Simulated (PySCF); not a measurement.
## Two-dimensional NMR puzzle

Compound of formula C5H8NPSi. Correlations simulated from computed shifts and the bond graph:

HSQC (one-bond C–H):
| δH | δC |
| --- | --- |
| 10.58 | 188.9 |
| 9.00 | 151.4 |
| 2.61 | 24.5 |

HMBC (two and three bonds, from the bond graph):
| δH | δC |
| --- | --- |
| 10.58 | 181.9, 151.4 |
| 9.00 | 188.9, 181.9, 143.5, 24.5 |
| 4.72 | 181.9, 143.5 |
| 2.61 | 181.9, 151.4, 143.5 |

Carbons without hydrogens: δ 181.9, 143.5.

[PySCF: GFN2-xTB geometry; NMR shieldings at PBE0/pcSseg-1/GIAO; in vacuum; no relativistic terms; a single conformation; fast rotation and ring inversion assumed for equivalent nuclei]

References, each an isolated molecule treated in the same way: $^{1}$H (31.72 ppm), $^{13}$C (186.93 ppm) against TMS.

Exchangeable hydrogens are left out of these lists.

Which molecule is this?

Results:

SMILES Cc1cncpc1[SiH3].

Numbering as in the mapped SMILES `[CH3:1][c:2]1[cH:3][n:4][cH:5][p:6][c:7]1[SiH3:8]` (H(Xn): hydrogen on atom n).

δC 188.9 is C5, an aromatic CH next to a ring nitrogen (δH 10.58). δC 181.9 is C7, a substituted aromatic carbon. δC 151.4 is C3, an aromatic CH next to a ring nitrogen (δH 9.00). δC 143.5 is C2, a substituted aromatic carbon. δC 24.5 is C1, a methyl carbon on an aromatic ring (δH 2.61). HMBC from δH 10.58 reaches the proton-free carbon C7. HMBC from δH 9.00 reaches the proton-free carbons C7, C2. HMBC from δH 4.72 reaches the proton-free carbons C7, C2. HMBC from δH 2.61 reaches the proton-free carbons C7, C2.

The shifts were computed for this structure.

Shifts are as computed. Against solution values, carbons near 30 ppm lie about +3 ppm off and those near 130 ppm about +5 ppm. Of 1211 compounds with measured shifts, 218 miss one by over three times the rms of a fit or turn the order of signals round; such compounds aren't used in these exercises.
